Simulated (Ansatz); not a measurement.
Mulliken charges of CH6GeO, SMILES `C[O][GeH3]` from ωB97M-V/def2-TZVPP in Ansatz (PBE0-D4/def2-TZVP geometry).

```csv
atom,x (Å),y (Å),z (Å),charge (e)
C1,-0.462,0.939,-0.880,-0.184
O2,-0.657,-0.384,-0.447,-0.422
Ge3,0.410,-1.004,0.834,0.253
H4,-1.194,1.153,-1.662,0.119
H5,0.541,1.094,-1.302,0.110
H6,-0.608,1.667,-0.069,0.110
H7,1.870,-0.939,0.345,-0.002
H8,-0.054,-2.444,1.070,0.019
H9,0.243,-0.129,2.092,-0.002
```

Problem. By hand: the dipole of these point charges (1 e Å = 4.8032 D).

Solution. Σ q r = (0.311, 0.132, 0.228) e Å, of length 0.408 e Å = 1.96 D.

Problem. How does the dipole of the full density compare? (An estimate is asked.)

Solution. The calculation gave: (0.174, 0.120, 0.106) e Å, 1.14 D; the point charges give 1.72 times that, at 12° from its direction.

Point charges leave out the atoms' own dipoles, such as those of lone pairs, and Mulliken's split depends on the basis, so the two needn't agree.
